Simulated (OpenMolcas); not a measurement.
**Ions of charge +3 along the 4d row with 6 water ligands in octahedral coordination**

```json
{
  "Program": "OpenMolcas 26.06",
  "Method": "SS-CASPT2, IPEA 0.25 Eh, imaginary shift 0.1 Eh",
  "Spin-orbit coupling": "RASSI with atomic mean-field integrals over the reference wave functions"
}
```

The d shell is active; CASPT2 correlates the ligand valence shells and the outer metal core. Anionic complexes are neutralised by point charges behind the ligands. Distances were set from a Shannon-type radius of the metal (high-spin where two are listed) plus a fixed donor radius (H2O 1.36 Å). Ligand basis ANO-RCC-VDZP, DKH2 Hamiltonian. States (labels of O, taken over from Oh, the nearest higher group). Energies in cm-1 above the lowest state or level, χT in cm3 K/mol; under a threefold ground state the first gap can be a small split of the lowest multiplet, not the spin-orbit step; 10Dq and B are least-squares fits to the states below 45000 cm-1, weighted by degeneracy, with a free offset, and given where the rms deviation is under 5 % of |10Dq| (or 100 cm-1) and under 700 cm-1. Spin-only χT is S(S+1) / 2 for the spin of the ground state.

| Ion | Shell | R (Å) | Metal basis | Ground state | First state of that spin | 10Dq | B (rms of fit) | First gap with spin-orbit (degeneracies) | χT at 300 K | First state of another spin | Spin-only χT |
| --- | --- | --- | --- | --- | --- | --- | --- | --- | --- | --- | --- |
| Nb3+ | 4d2 | 2.08 | ANO-RCC-VTZP | 3T1 | 3T2 28700 | 29765 | 507 (136) | 18 (2, 3) | 0.483 | 1T2 6780 | 1.000 |
| Ru3+ | 4d5 | 2.04 | ANO-RCC-VDZP | 2T2 | 2A2 20710 | 24865 | 572 (316) | 1960 (2, 4) | 0.624 | 4T1 11880 | 0.375 |
| Rh3+ | 4d6 | 2.03 | ANO-RCC-VTZP | 1A1 | 1T1 20890 |  |  | 15900 (1, 2) | 0.035 | 2S+1 = 3: 16450 | 0.000 |
| Pd3+ | 4d7 | 2.12 | ANO-RCC-VDZP | 2E | 2T1 15950 |  |  | 6650 (4, 2) | 0.527 | 4T1 7960 | 0.375 |
| Ag3+ | 4d8 | 2.11 | ANO-RCC-VTZP | 3A2 | 3T2 19470 |  |  | 5020 (3, 2) | 1.256 | 1E 5090 | 1.000 |

The rows also differ in their metal basis, so part of each step comes from that.

B goes from 507 cm-1 (Nb3+) to 572 cm-1 (Ru3+).

Below the highest spin of the shell: Ru3+, Rh3+, Pd3+. χT departs most from the spin-only value for Nb3+, by -0.517 cm3 K/mol.

Roots that are degenerate in the reference are averaged as groups; the widest CASPT2 spread within a group is 1000 cm-1 (the 3-fold group of multiplicity 2 near 18400 cm-1 above the lowest state of its run, Pd3+). Shifts and gaps below about the spread of the groups concerned are not significant. Over all roots computed the reference weight is 0.70 in Nb3+, 0.69 to 0.70 in Ru3+, 0.67 to 0.69 in Rh3+, 0.65 to 0.70 in Pd3+, 0.57 to 0.69 in Ag3+; the roots of lowest weight are the least certain, and an intruder state may touch them. Ligand-to-metal charge-transfer states are missing. With no ligand orbital active B as a rule stays too high, so bands that hang on it stand too high and its fall with covalency is understated. With one d shell and no ligand orbital active, 10Dq can be off by a tenth or more. An orbital triplet at a regular site is open to Jahn-Teller coupling, which can distort the site and quench the lowest spin-orbit gaps and is left out (holds for Nb3+; Ru3+). The least metal-like active orbital is 79 % on the metal (Löwdin) and no ligand orbital is active, so the numbers are rough (holds for Nb3+; Rh3+). The least metal-like active orbital is 80 % on the metal (Löwdin) and no ligand orbital is active, so the numbers are rough (holds for Ru3+). An orbital doublet at a regular site is open to a Jahn-Teller distortion, which this geometry leaves out (holds for Pd3+). This shell can be high or low spin here, a state of another spin lies low, and with metal d orbitals alone active their balance is uncertain, so the ground spin may be wrong, although the usual error favours high spin (holds for Pd3+). The least metal-like active orbital is 78 % on the metal (Löwdin) and no ligand orbital is active, so the numbers are rough (holds for Pd3+; Ag3+). These CASPT2 states fit no ligand-field parameters well, so their order and spin gaps are uncertain (holds for Pd3+). Real 4d8 and 5d8 ions are as a rule square planar and diamagnetic (holds for Ag3+). No measured value stands beside these numbers; the geometry is a model, was not optimised and need not be the one that this ion takes.

A state without a sure symmetry label is named by its multiplicity alone.
